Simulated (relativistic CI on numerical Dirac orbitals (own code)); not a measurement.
Electric-dipole lines of Ir²²⁺

Method of calculation: Dirac-Coulomb-Breit CI, orbitals from a KLI potential per configuration, model QED, unscaled Slater integrals (own radial code, finite nucleus).

CI space (outside the closed core [Ar] 3d10): 4s²4p⁶4d¹⁰4f⁹, 4s²4p⁶4d¹⁰4f⁸5s, 4s²4p⁶4d¹⁰4f⁷5s², 4s²4p⁶4d¹⁰4f⁸5p, 4s²4p⁶4d¹⁰4f⁷5s5p, 4s²4p⁶4d⁸4f¹¹, 4s²4p⁵4d¹⁰4f¹⁰, 4s²4p⁶4d¹⁰4f⁸6s, 4p⁶4d¹⁰4f¹¹. Levels of other configurations are missing.

```
λ vac (Å)                       Lower                         Upper   A (s⁻¹)  log gf  S velocity/length
   169.25   4s²4p⁶4d¹⁰4f⁹ ⁶H°15/2 [1]  4s²4p⁶4d¹⁰4f⁸5s ⁴I15/2 [363]  1.32e+05   -5.04               0.80
   176.30   4s²4p⁶4d¹⁰4f⁹ ⁶H°15/2 [1]  4s²4p⁶4d¹⁰4f⁸5s ⁴L15/2 [303]  9.75e+04   -5.14               0.94
   176.69   4s²4p⁶4d¹⁰4f⁹ ⁶H°15/2 [1]  4s²4p⁶4d¹⁰4f⁸5s ⁶H13/2 [295]  1.25e+05   -5.09               1.01
   176.85   4s²4p⁶4d¹⁰4f⁹ ⁶H°15/2 [1]  4s²4p⁶4d¹⁰4f⁸5s ⁴M15/2 [294]  2.02e+05   -4.82               0.96
   178.36   4s²4p⁶4d¹⁰4f⁹ ⁶H°15/2 [1]  4s²4p⁶4d¹⁰4f⁸5s ⁴K17/2 [284]  1.17e+05   -5.00               0.80
   180.90   4s²4p⁶4d¹⁰4f⁹ ⁶F°11/2 [3]  4s²4p⁶4d¹⁰4f⁸5s ⁴K13/2 [313]  1.67e+05   -4.94               0.81
   182.56   4s²4p⁶4d¹⁰4f⁹ ⁶H°13/2 [2]  4s²4p⁶4d¹⁰4f⁸5s ⁶H13/2 [295]  1.31e+05   -5.04               0.83
   182.72   4s²4p⁶4d¹⁰4f⁹ ⁶H°15/2 [1]  4s²4p⁶4d¹⁰4f⁸5s ⁶K17/2 [259]  8.13e+04   -5.13               0.81
   183.36  4s²4p⁶4d¹⁰4f⁹ ²K°15/2 [12]  4s²4p⁶4d¹⁰4f⁸5s ⁴I15/2 [363]  2.71e+05   -4.66               0.90
   183.38   4s²4p⁶4d¹⁰4f⁹ ⁶H°15/2 [1]  4s²4p⁶4d¹⁰4f⁸5s ⁶G13/2 [256]  1.32e+05   -5.03               0.88
   183.39   4s²4p⁶4d¹⁰4f⁹ ⁶H°13/2 [2]  4s²4p⁶4d¹⁰4f⁸5s ⁶K13/2 [289]  1.41e+05   -5.00               1.03
   185.08   4s²4p⁶4d¹⁰4f⁹ ⁶H°15/2 [1]  4s²4p⁶4d¹⁰4f⁸5s ⁴L17/2 [247]  8.56e+04   -5.10               0.53
   186.03  4s²4p⁶4d¹⁰4f⁹ ²K°15/2 [12]  4s²4p⁶4d¹⁰4f⁸5s ⁴K17/2 [340]  1.99e+05   -4.73               0.59
   186.78   4s²4p⁶4d¹⁰4f⁹ ⁶H°13/2 [2]  4s²4p⁶4d¹⁰4f⁸5s ⁶K15/2 [271]  1.37e+05   -4.94               0.83
   187.23  4s²4p⁶4d¹⁰4f⁹ ⁴M°21/2 [17]  4s²4p⁶4d¹⁰4f⁸5s ⁴M21/2 [371]  2.00e+05   -4.64               0.77
   188.79   4s²4p⁶4d¹⁰4f⁹ ⁶H°15/2 [1]  4s²4p⁶4d¹⁰4f⁸5s ⁶I17/2 [234]  2.77e+05   -4.57               0.64
   191.33   4s²4p⁶4d¹⁰4f⁹ ⁶H°15/2 [1]  4s²4p⁶4d¹⁰4f⁸5s ⁶L15/2 [227]  2.31e+05   -4.69               0.84
   193.57   4s²4p⁶4d¹⁰4f⁹ ⁶H°13/2 [2]  4s²4p⁶4d¹⁰4f⁸5s ⁶I15/2 [241]  2.71e+05   -4.61               0.83
   194.10  4s²4p⁶4d¹⁰4f⁹ ²K°15/2 [12]  4s²4p⁶4d¹⁰4f⁸5s ⁴K17/2 [284]  1.65e+05   -4.78               1.40
   194.29  4s²4p⁶4d¹⁰4f⁹ ⁴H°11/2 [36]  4s²4p⁶4d¹⁰4f⁸5s ⁴H11/2 [387]  5.28e+05   -4.45               0.97
   194.84   4s²4p⁶4d¹⁰4f⁹ ⁶H°15/2 [1]  4s²4p⁶4d¹⁰4f⁸5s ⁶L15/2 [219]  1.93e+05   -4.75               0.96
   195.64    4s²4p⁶4d¹⁰4f⁹ ⁶H°7/2 [8]   4s²4p⁶4d¹⁰4f⁸5s ⁴F9/2 [264]  2.38e+05   -4.87               0.95
   195.93    4s²4p⁶4d¹⁰4f⁹ ⁶F°7/2 [7]   4s²4p⁶4d¹⁰4f⁸5s ⁶F5/2 [258]  3.45e+05   -4.92               0.85
   196.75   4s²4p⁶4d¹⁰4f⁹ ⁶H°13/2 [2]  4s²4p⁶4d¹⁰4f⁸5s ⁶H13/2 [228]  3.39e+05   -4.56               1.04
   197.85  4s²4p⁶4d¹⁰4f⁹ ⁴K°17/2 [16]  4s²4p⁶4d¹⁰4f⁸5s ⁴K17/2 [291]  1.94e+05   -4.69               0.92
   199.45   4s²4p⁶4d¹⁰4f⁹ ⁶H°15/2 [1]  4s²4p⁶4d¹⁰4f⁸5s ⁶G13/2 [213]  2.74e+05   -4.64               1.31
   200.49    4s²4p⁶4d¹⁰4f⁹ ⁶F°7/2 [7]   4s²4p⁶4d¹⁰4f⁸5s ⁶G9/2 [240]  2.10e+05   -4.90               1.06
   200.78  4s²4p⁶4d¹⁰4f⁹ ⁴L°19/2 [18]  4s²4p⁶4d¹⁰4f⁸5s ⁴K17/2 [284]  2.96e+05   -4.49               1.07
   201.12   4s²4p⁶4d¹⁰4f⁹ ⁶H°13/2 [2]  4s²4p⁶4d¹⁰4f⁸5s ⁶L11/2 [222]  2.21e+05   -4.79               1.27
   202.41    4s²4p⁶4d¹⁰4f⁹ ⁶H°9/2 [6]   4s²4p⁶4d¹⁰4f⁸5s ⁶F9/2 [230]  2.76e+05   -4.77               1.05
   203.39   4s²4p⁶4d¹⁰4f⁹ ⁶F°11/2 [3]   4s²4p⁶4d¹⁰4f⁸5s ⁶G9/2 [218]  2.23e+05   -4.86               1.24
   204.65   4s²4p⁶4d¹⁰4f⁹ ⁶H°13/2 [2]  4s²4p⁶4d¹⁰4f⁸5s ⁶L11/2 [215]  1.59e+05   -4.92               1.41
   204.96    4s²4p⁶4d¹⁰4f⁹ ⁶F°3/2 [9]   4s²4p⁶4d¹⁰4f⁸5s ⁶D3/2 [229]  6.09e+05   -4.81               1.08
   205.03    4s²4p⁶4d¹⁰4f⁹ ⁴F°9/2 [4]   4s²4p⁶4d¹⁰4f⁸5s ⁶D7/2 [216]  3.85e+05   -4.71               0.77
   206.97   4s²4p⁶4d¹⁰4f⁹ ⁶H°13/2 [2]  4s²4p⁶4d¹⁰4f⁸5s ⁶G13/2 [213]  1.31e+05   -4.93               1.27
   207.29    4s²4p⁶4d¹⁰4f⁹ ⁶H°9/2 [6]   4s²4p⁶4d¹⁰4f⁸5s ⁶G7/2 [220]  2.91e+05   -4.82               1.01
   207.98   4s²4p⁶4d¹⁰4f⁹ ⁶F°11/2 [3]  4s²4p⁶4d¹⁰4f⁸5s ⁶G13/2 [213]  1.07e+05   -5.01               1.16
   210.24   4s²4p⁶4d¹⁰4f⁹ ⁶F°11/2 [3]   4s²4p⁶4d¹⁰4f⁸5s ⁶D9/2 [210]  1.36e+05   -5.05               1.53
   213.07  4s²4p⁶4d¹⁰4f⁹ ⁴K°17/2 [16]  4s²4p⁶4d¹⁰4f⁸5s ⁴L19/2 [231]  1.84e+05   -4.60               1.18
   213.98   4s²4p⁶4d¹⁰4f⁹ ⁶H°11/2 [5]   4s²4p⁶4d¹⁰4f⁸5s ⁶D9/2 [210]  3.46e+05   -4.62               1.38
   214.98  4s²4p⁶4d¹⁰4f⁹ ⁴L°19/2 [18]  4s²4p⁶4d¹⁰4f⁸5s ⁴L19/2 [231]  1.90e+05   -4.58               1.43
   216.10   4s²4p⁶4d¹⁰4f⁹ ⁶F°11/2 [3]   4s²4p⁶4d¹⁰4f⁸5s ⁶F9/2 [207]  2.83e+05   -4.70               1.28
   220.02   4s²4p⁶4d¹⁰4f⁹ ⁶F°11/2 [3]  4s²4p⁶4d¹⁰4f⁸5s ⁶F11/2 [206]  2.46e+05   -4.67               1.41
   220.05   4s²4p⁶4d¹⁰4f⁹ ⁶H°11/2 [5]   4s²4p⁶4d¹⁰4f⁸5s ⁶F9/2 [207]  1.66e+05   -4.92               1.54
   225.27  4s²4p⁶4d¹⁰4f⁹ ²O°23/2 [71]  4s²4p⁶4d¹⁰4f⁸5s ²O23/2 [296]  4.22e+05   -4.11               1.44
```

Terms are leading LS components. Brackets give the number of a level in order of energy, since labels repeat. The list gives strong lines, with weight on those to low levels, among the lowest 400 of 9460 levels, so that lines to higher ones, which can be the strongest, are missing. Levels whose partners in the same complex of configurations lie outside the list can be far off, and so can their lines. Rates are taken at the computed energies, electric ones in the length gauge. A velocity-to-length ratio far from 1 marks an uncertain rate.

At this charge energies of transitions that change n are usually good to better than 1 %, and those within a shell (Δn = 0) to a few per cent. Terms inside the open d or f shell come out 10 to 20 % too wide with unscaled integrals.

LS names give the leading component of a level, which can be under half, so a name can repeat, a term be missing and a line seem to break the LS rules.
